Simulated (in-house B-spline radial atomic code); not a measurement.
Results of a calculation; reference values are marked as such.
**Correlation energy from the adiabatic connection: ω²r²/2 − Z/r, ω = 0.0166, Z = 0.7**

Two electrons in a singlet, external potential ω²r²/2 − Z/r, ω = 0.0166, Z = 0.7 (atomic units). Full CI in B-splines (partial waves to l = 8, correlation up to 0.6 % small) with the density held fixed gives W(λ) = <V_ee>_λ − U, and E_c is the integral of W(λ) − W(0) from 0 to 1.

```tsv
λ	W(λ) − W(0) (hartree)
0	0.00000
0.02	-0.00466
0.05	-0.01105
0.12	-0.02303
0.25	-0.03743
0.4	-0.04741
0.6	-0.05571
0.8	-0.06118
1	-0.06512
```

Q: Integrate the table by the trapezoid rule.

A: The strips give -0.00005, -0.00024, -0.00119, -0.00393, -0.00636, -0.01031, -0.01169, -0.01263, which sum to -0.04640 hartree. The direct value, W(1) − W(0) + T_c with T_c = 0.01844, is -0.04668; the curve is convex, so chords lie above it and the trapezoids fall short in size by 0.61 %.

Q: Now use only three numbers: W(0) = -0.21018, the initial slope W'(0) = -0.2413 (extrapolated from the first points) and the strong-coupling limit of the point-charge-plus-continuum model, W∞ = -0.31368. What do second-order theory and the interpolation W(λ) = W∞ + (W(0) − W∞)/√(1 + 2χλ) of Seidl, Perdew and Levy give?

A: Second order keeps the slope alone: E_c = W'(0)/2 = -0.12065, +158 % in size against -0.04668. Matching the slope fixes χ = W'(0)/(W∞ − W(0)) = -0.2413/(-0.10350) = 2.33140. Integrating, with s = √(1 + 2χ) = 2.379664, E_c = −(W(0) − W∞)(s − 1)/(s + 1) = −0.10350 × 1.379664/3.379664 = -0.04225 hartree, -9.5 % in size against the full result. At λ = 1 the formula gives W − W(0) = -0.06001 against -0.06512. Part of the miss can come from the model's W∞. The slope is uncertain by some per cent for so bent a curve.
